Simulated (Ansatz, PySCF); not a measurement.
InBr2, SMILES [In+]([Br])[Br], charge +1.

Geometry: B3LYP-D3(BJ)/def2-SVP. The spin state was assumed, not searched. The isomer is the one that the SMILES or the coordinates give; other isomers of the formula were not compared. The def2 effective core potentials stand for the cores of In; spin–orbit coupling is left out.

Vertical ionisation energy (IE) and electron affinity (EA) in eV. Rows of orbital energies are one-electron estimates. Where ΔSCF, EOM or ADC give a negative EA the extra electron is unbound and the value depends on the basis.

```csv
level,IE,EA
"−ε(HOMO), −ε(LUMO), r2SCAN/def2-TZVPD (PySCF)",(withheld),(withheld)
"−ε(HOMO), −ε(LUMO), PBE/def2-TZVPD (PySCF)",12.87,9.97
"ΔSCF, CAM-B3LYP/def2-SVPD (Ansatz), final states of multiplicity 2 and 2",16.56,7.43
"ΔSCF, PBE/def2-SVPD (Ansatz), final states of multiplicity 2 and 2",15.85,7.32
```

### Question
Fill in the missing entries. (An estimate is asked for; the answer gives what the named calculation found.)

### Answer

- −ε(HOMO), −ε(LUMO), r2SCAN/def2-TZVPD (PySCF), IE: 13.18
- −ε(HOMO), −ε(LUMO), r2SCAN/def2-TZVPD (PySCF), EA: 9.86

### Question
What vertical singlet–triplet gap does ΔSCF give with CAM-B3LYP/def2-SVPD (Ansatz, a program for electronic structure) and with PBE/def2-SVPD (Ansatz)? (An estimate is asked for; the answer gives what the named calculation found.)

### Answer
3.43 and 2.83 eV (triplet above singlet where positive).
